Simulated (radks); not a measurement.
Results of a calculation; reference values are marked as such.
Fractional charge and spin in the 5s shell of europium: the spin-up occupation runs from 0 to 1 and the spin-down occupation from 0 to 1; the fullest corner is Eu2+, [Kr] 4d10 4f(up 3.5, down 3.5) 5p6 5s(up 1, down 1). Code: a radial shooting solver on a logarithmic mesh with Libxc functionals. Model: scalar-relativistic Kohn-Sham, PBEsol, spin-polarised, spherical densities, finite nucleus; Fermi nuclear charge, rms radius of each element as measured or else 0.836 A^(1/3) + 0.57 fm. Energy (eV) minus the two flat planes that join the four corners (they meet along the diagonal where the two added fractions sum to one electron); zero is where a piecewise linear energy would lie.

\begin{tabular}{lrrrrr}
down \ up & 0 & 0.25 & 0.5 & 0.75 & 1 \\ \hline
0 & 0.000 & -1.340 & -1.781 & -1.331 & 0.000 \\
0.25 & -1.340 & -1.720 & -1.212 & 0.176 & -1.263 \\
0.5 & -1.781 & -1.212 & 0.234 & -1.148 & -1.676 \\
0.75 & -1.331 & 0.176 & -1.148 & -1.619 & -1.250 \\
1 & 0.000 & -1.263 & -1.676 & -1.250 & 0.000 \\
\end{tabular}

Corners above the fullest one (they belong to Eu3+ and the next ion): (up 1, down 0) 64.853 eV, (up 0, down 1) 64.853 eV, (up 0, down 0) 144.48 eV. With half an added electron in each spin the energy lies 0.234 eV from the planes, and with half an added electron in spin up alone -1.781 eV. The planes are only a guide here: the flat-plane condition holds for ground states with one frontier orbital, while this shell lies below other occupied shells, so the corners above the fullest one are inner-hole states and not the ground states of those ions.
